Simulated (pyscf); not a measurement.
[HO–Ga–OH]• → •O–GaH–OH (hydrogen shift; doublet surface; H–O broken, Ga–H formed). Optimised with ωB97X-D3(BJ)/def2-SVP in PySCF. Correlated levels are frozen-core, on RHF or UHF. ΔMP2 is the change of the MP2 total energy from the triple- to the quadruple-zeta basis. Energies in kcal/mol from the reactant's lowest minimum found.

```tsv
level	barrier	reaction energy
ωB97X-D3(BJ)/def2-TZVP	60.5	+35.7
r²SCAN/def2-TZVP	56.6	+38.0
B3LYP-D3(BJ)/def2-TZVP	…	+38.0
M06-2X/def2-TZVP	66.7	+41.9
HF/def2-TZVP	67.7	+21.8
MP2/def2-QZVPP	73.1	+47.0
CCSD(T)/def2-TZVPP + ΔMP2(QZVPP)	…	…
```

Problem. What belongs in the gaps?

Solution. 
- B3LYP-D3(BJ)/def2-TZVP, barrier: 58.9
- CCSD(T)/def2-TZVPP + ΔMP2(QZVPP), barrier: 61.4
- CCSD(T)/def2-TZVPP + ΔMP2(QZVPP), reaction energy: +39.1

This is the saddle that the search found; another between the same sides may lie lower. The CCSD(T) − MP2 part came from Ansatz, without density fitting, on the same reference. The frozen core leaves the outer d or s,p core shells of the metals and heavy elements correlated in the MP2 and CC values, and def2-TZVPP describes them poorly, which can shift differences by a few kcal/mol. Elements up to Kr have no core potential and no relativistic terms here.
